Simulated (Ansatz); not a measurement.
An input meant for AlCl₃ (charge 0, singlet).

```yaml
crystal:
  periodic: [false, false, false]
  atoms:
    - {symbol: Al, position_ang: [-0.000016, -0.000010, 0.000006]}
    - {symbol: Cl, position_ang: [2.084253, -0.027714, 0.013160]}
    - {symbol: Cl, position_ang: [-1.018042, 1.818900, -0.017330]}
    - {symbol: Cl, position_ang: [-1.066195, -1.791186, 0.004164]}
basis:
  gaussian: {orbitals: "6-31G*"}
hamiltonian: {xc: {name: CCSD(T)}}
scf: {lower_state_search: full}
```

```sh
$ ansatz run in.yaml --threads 4 --pin off --events-out ev --progress --plain --max-ram 3916MiB
```

Output, abridged:

```
Error: YAML parse error: error: line 10 column 19: hamiltonian.xc: no functional is named "CCSD(T)"; the names, which are not case-sensitive, are SVWN5, SPW92, PBE, PBE0, PBEsol, revPBE, revPBE0, RPBE, rPW86-PBE, HSE06, wPBEh, LC-wPBE, HISS, HF, BLYP, B3LYP, B3LYP5, BHLYP, CAM-B3LYP, r2SCAN, r2SCANh, r2SCAN0, r2SCAN50, m-r2SCAN, B97, wB97, wB97X, wB97X-V, B97M-V, wB97M-V, B2PLYP, B2GP-PLYP, PBE0-DH, PBE-QIDH
 8 | basis:
 9 |   gaussian: {orbitals: "6-31G*"}
10 | hamiltonian: {xc: {name: CCSD(T)}}
11 | scf: {lower_state_search: full}
```

(1) What is wrong with this run?

Results:

(1) The method's name isn't one that the program takes here. The input was rejected before any iteration.
